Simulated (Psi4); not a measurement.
CH6F2OSi2, singlet, geometry from GFN2-xTB; PBE/def2-TZVPP (Psi4).

Psi4 was given this input:
```
memory 2 GB

molecule mol {
0 1
  C     2.261896   -0.755564   -1.082969
  O     1.244779   -0.598567   -0.123221
  Si   -0.168242    0.157305   -0.176909
  F    -1.009213   -0.345211   -1.454030
  F     0.041724    1.677537   -0.662385
  Si   -1.137017   -0.134890    1.856949
  H     1.873708   -1.258972   -1.969303
  H     2.663421    0.216468   -1.372340
  H     3.049503   -1.359231   -0.632781
  H    -2.418689    0.575879    1.902243
  H    -0.306444    0.390345    2.944503
  H    -1.410083   -1.547311    2.138425
}

set basis def2-tzvpp
set reference rks

energy('pbe')
print_variables()
```

Output, abridged:

```
   => Loading Basis Set <=

    Name: DEF2-TZVPP
    Role: ORBITAL
    Keyword: BASIS

         ---------------------------------------------------------
                                   SCF
               by Justin Turney, Rob Parrish, Andy Simmonett
                          and Daniel G. A. Smith
                              RKS Reference
         ---------------------------------------------------------

  ==> Geometry <==

    Molecular point group: c1
    Full point group: C1

    Geometry (in Angstrom), charge = 0, multiplicity = 1:

       Center              X                  Y                   Z               Mass
    ------------   -----------------  -----------------  -----------------  -----------------
         C            2.296011835980    -0.789098853615    -1.042823054069    12.000000000000
         O            1.278894835980    -0.632101853615    -0.083075054069    15.994914619570
         SI          -0.134126164020     0.123770146385    -0.136763054069    27.976926534650
         F           -0.975097164020    -0.378745853615    -1.413884054069    18.998403162730
         F            0.075839835980     1.644002146385    -0.622239054069    18.998403162730
         SI          -1.102901164020    -0.168424853615     1.897094945931    27.976926534650
         H            1.907823835980    -1.292506853615    -1.929157054069     1.007825032230
         H            2.697536835980     0.182933146385    -1.332194054069     1.007825032230
         H            3.083618835980    -1.392765853615    -0.592635054069     1.007825032230
         H           -2.384573164020     0.542344146385     1.942388945931     1.007825032230
         H           -0.272328164020     0.356810146385     2.984648945931     1.007825032230
         H           -1.375967164020    -1.580845853615     2.178570945931     1.007825032230

  Running in c1 symmetry.

  Rotational constants: A =      0.09886  B =      0.05291  C =      0.04561 [cm^-1]
  Rotational constants: A =   2963.81068  B =   1586.33787  C =   1367.25830 [MHz]
  Nuclear repulsion =  403.720123226586736

  Charge       = 0
  Multiplicity = 1
  Electrons    = 66
  Nalpha       = 33
  Nbeta        = 33

  ==> Algorithm <==

  SCF Algorithm Type is DF.
  DIIS enabled.
  MOM disabled.
  Fractional occupation disabled.
  Guess Type is SAD.
  Energy threshold   = 1.00e-06
  Density threshold  = 1.00e-06
  Integral threshold = 1.00e-12

  ==> Primary Basis <==

  Basis Set: DEF2-TZVPP
[...]
   @DF-RKS iter   4:  -895.29729731778582   -6.98564e-02   5.53860e-04 ADIIS/DIIS
   @DF-RKS iter   5:  -895.30363549083586   -6.33817e-03   2.69960e-04 ADIIS/DIIS
   @DF-RKS iter   6:  -895.30558187434440   -1.94638e-03   6.90907e-05 DIIS
   @DF-RKS iter   7:  -895.30575073231341   -1.68858e-04   1.79982e-05 DIIS
   @DF-RKS iter   8:  -895.30576067934510   -9.94703e-06   4.16882e-06 DIIS
   @DF-RKS iter   9:  -895.30576142944074   -7.50096e-07   8.12486e-07 DIIS
  Energy and wave function converged.

  ==> Post-Iterations <==

   Electrons on quadrature grid:
      Ntotal   =   66.0000132876 ; deviation = 1.329e-05

    Orbital Energies [Eh]
    ---------------------

    Doubly Occupied:

[...]
    Virtual:

[...]
     292A     56.554848

    Final Occupation by Irrep:
              A
    DOCC [    33 ]
    NA   [    33 ]
    NB   [    33 ]

  @DF-RKS Final Energy:  -895.30576142944074

   => Energetics <=

    Nuclear Repulsion Energy =            403.7201232265867361
    One-Electron Energy =               -2044.8410947412201040
    Two-Electron Energy =                 824.3873041384740645
    DFT Exchange-Correlation Energy =     -78.5720940532815462
    Empirical Dispersion Energy =           0.0000000000000000
    VV10 Nonlocal Energy =                  0.0000000000000000
    Total Energy =                       -895.3057614294407358

Computation Completed

Properties will be evaluated at   0.000000,   0.000000,   0.000000 [a0]

Properties computed using the SCF density matrix

 Multipole Moments:

 ------------------------------------------------------------------------------------
     Multipole            Electronic (a.u.)      Nuclear  (a.u.)        Total (a.u.)
 ------------------------------------------------------------------------------------

 L = 1.  Multiply by 2.5417464519 to convert [e a0] to [Debye]
 Dipole X            :         -3.7739421            4.2549870            0.4810449
 Dipole Y            :          3.8027959           -4.1825277           -0.3797318
 Dipole Z            :         -4.6804521            5.0070607            0.3266086
 Magnitude           :                                                    0.6944592

 ------------------------------------------------------------------------------------

  Variable Map:
  ----------------------------------------------------------------------------
[...]
  Array Variable Map:
  ----------------------------------------------------------------------------
[...]
[...]
```
